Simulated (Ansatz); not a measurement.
CH₅BFNS (`CSB(N)F`). The species carries charge 0 and has multiplicity 1. The structure was optimised at the PBE0-D4/def2-TZVP level. It is one conformer, not always the lowest.

```xyz
10

C    -0.717    1.361   -1.165
S     0.748    0.898   -0.209
B     0.211   -0.679    0.515
N     1.047   -1.419    1.352
F    -1.015   -1.150    0.243
H    -1.581    1.489   -0.516
H    -0.487    2.310   -1.648
H    -0.935    0.615   -1.927
H     0.754   -2.292    1.754
H     1.976   -1.132    1.601
```

Q: What is the dipole moment at r2SCAN/def2-TZVPP? (Best estimate.)

A: The calculation gave: 0.88 D, with components (0.37, -0.60, 0.53) D in this frame, pointing from negative to positive charge.

Q: And with PBE, B3LYP, ωB97M-V? (An estimate is asked.)

A: The calculation gave: PBE 0.93 D, B3LYP 0.92 D, ωB97M-V 0.94 D.

Q: Give the Mulliken charges with r2SCAN, PBE, ωB97M-V in def2-TZVPP. (Estimate.)

A: Ansatz gave: 
```json
{"atom": "C1", "r2SCAN": "-0.13", "PBE": "-0.25", "ωB97M-V": "-0.34"}
{"atom": "S2", "r2SCAN": "-0.20", "PBE": "-0.21", "ωB97M-V": "-0.16"}
{"atom": "B3", "r2SCAN": "0.38", "PBE": "0.29", "ωB97M-V": "0.32"}
{"atom": "N4", "r2SCAN": "-0.34", "PBE": "-0.29", "ωB97M-V": "-0.24"}
{"atom": "F5", "r2SCAN": "-0.29", "PBE": "-0.24", "ωB97M-V": "-0.27"}
{"atom": "H6", "r2SCAN": "0.08", "PBE": "0.12", "ωB97M-V": "0.14"}
{"atom": "H7", "r2SCAN": "0.08", "PBE": "0.12", "ωB97M-V": "0.14"}
{"atom": "H8", "r2SCAN": "0.08", "PBE": "0.12", "ωB97M-V": "0.14"}
{"atom": "H9", "r2SCAN": "0.18", "PBE": "0.17", "ωB97M-V": "0.13"}
{"atom": "H10", "r2SCAN": "0.17", "PBE": "0.17", "ωB97M-V": "0.13"}
```

B3LYP here is the variant with VWN-RPA as its local correlation; programs differ in this.
